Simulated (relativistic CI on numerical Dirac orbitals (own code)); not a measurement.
# Bi20+: computed level list

Method of calculation: Dirac-Coulomb-Breit CI, KLI orbitals optimised for each configuration, model QED (radiative potential, 1s self-energy scaled to tabulated hydrogen-like ionisation energies), unscaled Slater integrals (own radial code, finite nucleus).

Configurations in the expansion (outside the closed core [Kr] 4d10): 4f14 5s2 5p, 4f14 5s 5p2, 4f14 5s2 5d, 4f14 5s 5p 5d, 4f13 5s2 5p2, 4f14 5s2 5f, 4f14 5s 5p 5f, 4f14 5s2 5g, 4f14 5p2 5d, 4f14 5s2 6s, 4f14 5s 5d2, 4f13 5s2 5p 5d, 4f14 5s 5p 5g, 4f14 5s2 6p, 4f14 5p2 6s, 4f14 5s 5p 6s, 4f14 5s2 6d, 4f14 5s 5d 6s, 4f14 5s 5p 6p, 4f13 5s2 5p 6s, 4f14 5p3, 4f13 5p4, 4f14 5p 5d2, 4f14 5d3, 4f13 5p2 5d2, 4f14 5d2 5f, 4f14 5p 5f2, 4f14 5d 5f2, 4f13 5p2 5f2, 4f14 5f3, 4f14 5p2 5f, 4f13 5p3 5f, 4f14 5s 5d 5f. Double excitations out of closed p, d and f shells are left out; levels of such configurations are missing from the list, as are those of other unlisted configurations, and high levels can miss mixing partners. Some configurations lack a partner that the ground configuration has and come out too high, among them 4f13 5s2 5p 5d, 4f13 5s2 5p 6s, 4f14 5s2 5g, 4f14 5s2 6s, 4f14 5s2 6p.

The lowest level is 4f14 5s2 5p 2P°_1/2, with 99 % of that term; Hund's rules for 4f14 5s2 5p give 2P° with J = 1/2, in agreement.

| No. | Configuration | Term | J | E (cm⁻¹) | % | Next component (%) | Landé g |
| --- | --- | --- | --- | --- | --- | --- | --- |
| 1 | 4f14 5s2 5p | 2P° | 1/2 | 0 | 99 |  | 0.664 |
| 2 | 4f14 5s2 5p | 2P° | 3/2 | 267365 | 99 | 1 4f14 5p3 2P° | 1.332 |
| 3 | 4f14 5s 5p2 | 4P | 1/2 | 385647 | 64 | 25 2S | 2.288 |
| 4 | 4f14 5s 5p2 | 4P | 3/2 | 600156 | 92 | 6 2D | 1.671 |
| 5 | 4f14 5s 5p2 | 2D | 5/2 | 635568 | 53 | 46 4P | 1.381 |
| 6 | 4f13 5s2 5p2 | 2F° | 7/2 | 676710 | 35 | 21 4F° | 1.143 |
| 7 | 4f14 5s 5p2 | 2D | 3/2 | 685198 | 68 | 25 2P | 0.956 |
| 8 | 4f14 5s 5p2 | 2P | 1/2 | 701243 | 71 | 23 4P | 1.198 |
| 9 | 4f13 5s2 5p2 | 2F° | 5/2 | 724215 | 38 | 31 4G° | 0.851 |
| 10 | 4f14 5s 5p2 | 4P | 5/2 | 878550 | 50 | 35 2D | 1.400 |
| 11 | 4f14 5s2 5d | 2D | 3/2 | 912760 | 83 | 15 4f14 5s 5p2 2P | 0.888 |
| 12 | 4f13 5s2 5p2 | 4F° | 9/2 | 922532 | 56 | 32 4G° | 1.252 |
| 13 | 4f13 5s2 5p2 | 2F° | 5/2 | 929460 | 44 | 33 4F° | 1.012 |
| 14 | 4f13 5s2 5p2 | 2G° | 7/2 | 938911 | 42 | 34 4D° | 1.121 |
| 15 | 4f13 5s2 5p2 | 2P° | 3/2 | 944359 | 57 | 18 2D° | 1.114 |
| 16 | 4f13 5s2 5p2 | 2H° | 11/2 | 944449 | 64 | 36 4G° | 1.154 |
| 17 | 4f13 5s2 5p2 | 2D° | 5/2 | 949808 | 73 | 16 4D° | 1.188 |
| 18 | 4f13 5s2 5p2 | 2F° | 7/2 | 955782 | 66 | 22 4D° | 1.190 |
| 19 | 4f13 5s2 5p2 | 2G° | 9/2 | 960054 | 67 | 19 4G° | 1.132 |
| 20 | 4f13 5s2 5p2 | 4F° | 3/2 | 961410 | 71 | 19 2D° | 0.560 |
| 21 | 4f14 5s 5p2 | 2S | 1/2 | 968034 | 69 | 18 2P | 1.847 |
| 22 | 4f13 5s2 5p2 | 4G° | 7/2 | 976969 | 43 | 28 2F° | 1.052 |
| 23 | 4f14 5s2 5d | 2D | 5/2 | 981213 | 83 | 11 4f14 5s 5p2 2D | 1.216 |
| 24 | 4f13 5s2 5p2 | 4G° | 5/2 | 981529 | 53 | 20 2D° | 0.825 |
| 25 | 4f13 5s2 5p2 | 2P° | 1/2 | 985906 | 67 | 33 4D° | 0.441 |
| 26 | 4f14 5s 5p2 | 2P | 3/2 | 989225 | 57 | 26 2D | 1.146 |
| 27 | 4f13 5s2 5p2 | 2H° | 9/2 | 989452 | 60 | 22 2G° | 0.999 |
| 28 | 4f13 5s2 5p2 | 2D° | 3/2 | 1001209 | 68 | 30 4D° | 0.928 |
| 29 | 4f13 5s2 5p2 | 2G° | 7/2 | 1002340 | 58 | 15 2F° | 0.990 |
| 30 | 4f13 5s2 5p2 | 2F° | 5/2 | 1006368 | 54 | 20 4D° | 1.034 |

Energies count from the lowest computed level; ° marks odd parity.

The mean weight of the leading LS term, summed over parents, in these 30 levels is 63 %, and that of the leading jj configuration (from the same eigenvectors) 96 %, so jj coupling describes them better and the LS labels are nominal.

At this charge transitions that keep the count of f electrons are usually good to a few per cent. Levels that differ in their count of f electrons can be misplaced by several ten thousand cm⁻¹, since the correlation energy of f electrons is missing or only estimated; rates across such gaps can be off by orders of magnitude.

LS names give the leading component of a level, which can be under half, so a name can repeat, a term be missing and a line seem to break the LS rules.
